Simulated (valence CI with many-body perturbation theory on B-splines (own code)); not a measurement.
Cu15+: electric-dipole lines

Calculated by configuration interaction combined with many-body perturbation theory (CI+MBPT): four valence electrons over a frozen Dirac-Fock core [Ne], a basis of 11 s, 11 p, 9 d, 7 f, 5 g, 2 h, 1 i functions for each j, with the one-electron correlation potential Σ1 (screened to all orders), the two-electron term Σ2, the three-electron term Σ3, Breit, model QED; selected single and double excitations, second order for the rest (own B-spline code, finite nucleus).

No measured spectrum was set against this ion. As an estimate, levels of excited configurations hold to 0.05 to 0.15 % of their energy, terms of the ground configuration to about 0.5 %.

Lines 1 to 50 of 215 in falling wavelength, among levels below 1005200 cm⁻¹, chosen from the strongest by gf and those to the six lowest levels. Wavelengths and rates use the calculated energies, so an error of 200 cm⁻¹ moves a line at 48.98 nm by 0.098 % and its rate by three times that or more. Electric multipoles are in the length gauge, E1 and E2 with the static RPA response of the core. Weak lines are less certain than strong ones. Lines between different terms over intervals too small for the method are left out, as are lines whose strength nearly cancels. Where a level lies close to another of its J and parity, the split of strength between their lines is uncertain. The highest levels of a list are the least certain.

Names give the largest LS component (configuration and term), which can be under half, so a name can repeat, a term be missing and a line seem to break the LS rules; names also repeat where a configuration has a term twice. Letters in brackets count levels of one name in rising energy.

| λ vac (nm) | Upper | Lower | A (s⁻¹) | log gf | Branch % |
| --- | --- | --- | --- | --- | --- |
| 48.98 | 3s3p³ ⁵S°_2 | 3s²3p² ¹D_2 | 1.33e+06 | -3.62 | 2.8 |
| 43.02 | 3p⁴ ³P_2 | 3s3p³ ³S°_1 | 6.92e+08 | -1.02 | 6.1 |
| 42.88 | 3p⁴ ¹D_2 | 3s3p³ ¹P°_1 | 5.02e+08 | -1.16 | 6.7 |
| 42.83 | 3s3p²3d ³F_4 [a] | 3s²3p3d ³D°_3 | 1.59e+08 | -1.41 | 23.8 |
| 42.16 | 3s3p³ ³D°_1 | 3s²3p² ¹S_0 | 6.94e+06 | -3.26 | 0.3 |
| 41.06 | 3s3p³ ⁵S°_2 | 3s²3p² ³P_2 | 2.57e+07 | -2.49 | 54.2 |
| 39.07 | 3p⁴ ³P_1 | 3s3p³ ³S°_1 | 8.66e+08 | -1.23 | 7.4 |
| 38.80 | 3s3p³ ⁵S°_2 | 3s²3p² ³P_1 | 2.04e+07 | -2.64 | 43.0 |
| 38.17 | 3s3p²3d ¹G_4 | 3s²3p3d ¹F°_3 | 4.51e+08 | -1.05 | 8.5 |
| 34.62 | 3s3p³ ³D°_1 | 3s²3p² ¹D_2 | 7.94e+07 | -2.37 | 2.9 |
| 34.57 | 3s3p³ ³D°_2 | 3s²3p² ¹D_2 | 2.16e+07 | -2.71 | 0.9 |
| 34.26 | 3s3p³ ³P°_1 | 3s²3p² ¹S_0 | 5.92e+07 | -2.51 | 0.9 |
| 33.79 | 3s3p³ ³D°_3 | 3s²3p² ¹D_2 | 2.76e+08 | -1.48 | 14.1 |
| 33.10 | 3s3p²3d ³F_4 [a] | 3s²3p3d ³F°_4 | 4.00e+08 | -1.23 | 59.9 |
| 32.65 | 3s3p²3d ³D_2 [a] | 3s²3p3d ³D°_2 | 4.48e+08 | -1.45 | 1.0 |
| 32.50 | 3s3p²3d ³F_3 [a] | 3s²3p3d ³F°_3 | 5.83e+08 | -1.19 | 33.4 |
| 32.41 | 3s3p²3d ³D_3 [a] | 3s²3p3d ³D°_2 | 3.34e+08 | -1.43 | 0.7 |
| 32.19 | 3s3p²3d ³D_3 [a] | 3s²3p3d ³D°_3 | 7.04e+08 | -1.12 | 1.5 |
| 32.13 | 3s3p²3d ³F_2 [a] | 3s²3p3d ³F°_2 | 7.31e+08 | -1.25 | 56.6 |
| 30.96 | 3p⁴ ¹S_0 | 3s3p³ ¹P°_1 | 8.03e+09 | -0.94 | 61.6 |
| 30.70 | 3p⁴ ¹D_2 | 3s3p³ ¹D°_2 | 5.15e+09 | -0.44 | 68.4 |
| 30.61 | 3p⁴ ³P_2 | 3s3p³ ³P°_2 | 9.21e+08 | -1.19 | 8.1 |
| 30.47 | 3s3p³ ³D°_1 | 3s²3p² ³P_2 | 3.40e+07 | -2.85 | 1.2 |
| 30.43 | 3s3p³ ³D°_2 | 3s²3p² ³P_2 | 7.92e+06 | -3.26 | 0.3 |
| 29.90 | 3s3p²3d ¹F_3 | 3s²3p3d ¹D°_2 | 1.09e+09 | -0.99 | 3.2 |
| 29.83 | 3s3p³ ³D°_3 | 3s²3p² ³P_2 | 1.68e+09 | -0.80 | 85.9 |
| 29.21 | 3s3p³ ³D°_1 | 3s²3p² ³P_1 | 3.17e+08 | -1.92 | 11.4 |
| 29.17 | 3s3p³ ³D°_2 | 3s²3p² ³P_1 | 2.33e+09 | -0.83 | 98.8 |
| 29.11 | 3s3p³ ³P°_1 | 3s²3p² ¹D_2 | 9.23e+07 | -2.45 | 1.5 |
| 28.99 | 3s3p³ ³P°_2 | 3s²3p² ¹D_2 | 2.67e+07 | -2.77 | 0.5 |
| 28.55 | 3p⁴ ³P_1 | 3s3p³ ³P°_2 | 1.89e+09 | -1.16 | 16.1 |
| 28.40 | 3s3p²3d ³D_2 [b] | 3s²3p3d ³P°_1 | 9.58e+08 | -1.24 | 2.2 |
| 28.36 | 3s3p²3d ³D_1 [b] | 3s²3p3d ³P°_0 | 9.58e+08 | -1.46 | 2.0 |
| 28.03 | 3s3p²3d ¹F_3 | 3s²3p3d ³P°_2 | 2.12e+09 | -0.76 | 6.2 |
| 27.82 | 3p⁴ ¹S_0 | 3s3p³ ³S°_1 | 4.05e+09 | -1.33 | 31.1 |
| 27.76 | 3s3p²3d ³D_3 [b] | 3s²3p3d ³D°_2 | 1.10e+09 | -1.05 | 3.3 |
| 27.70 | 3s3p³ ³D°_1 | 3s²3p² ³P_0 | 2.34e+09 | -1.09 | 84.2 |
| 27.67 | 3s3p²3d ¹P_1 | 3s²3p3d ¹D°_2 | 2.11e+09 | -1.14 | 3.6 |
| 27.39 | 3s3p²3d ³P_2 [b] | 3s²3p3d ³D°_3 | 1.16e+09 | -1.18 | 2.0 |
| 27.18 | 3s3p²3d ³D_1 [b] | 3s²3p3d ³D°_1 | 1.29e+09 | -1.37 | 2.8 |
| 26.78 | 3s3p²3d ³D_3 [b] | 3s²3p3d ¹D°_2 | 1.69e+09 | -0.89 | 5.0 |
| 26.77 | 3s3p²3d ³P_2 [a] | 3s3p³ ³S°_1 | 9.21e+08 | -1.31 | 1.7 |
| 26.67 | 3s3p²3d ³F_3 [b] | 3s²3p3d ³P°_2 | 7.38e+08 | -1.26 | 1.2 |
| 26.66 | 3s3p²3d ³G_5 | 3s²3p3d ³F°_4 | 8.84e+09 | 0.02 | 100.0 |
| 26.62 | 3p⁴ ³P_2 | 3s3p³ ³D°_3 | 6.63e+09 | -0.45 | 58.0 |
| 26.56 | 3s3p²3d ³P_0 [b] | 3s²3p3d ³D°_1 | 3.95e+09 | -1.38 | 7.0 |
| 26.37 | 3s3p²3d ³D_1 [c] | 3s²3p3d ³P°_1 | 1.31e+09 | -1.39 | 2.2 |
| 26.16 | 3p⁴ ³P_2 | 3s3p³ ³D°_2 | 2.05e+09 | -0.98 | 18.0 |
| 26.12 | 3s3p³ ³P°_1 | 3s²3p² ³P_2 | 9.29e+08 | -1.55 | 14.8 |
| 26.10 | 3s3p³ ¹D°_2 | 3s²3p² ¹D_2 | 6.88e+09 | -0.45 | 94.6 |
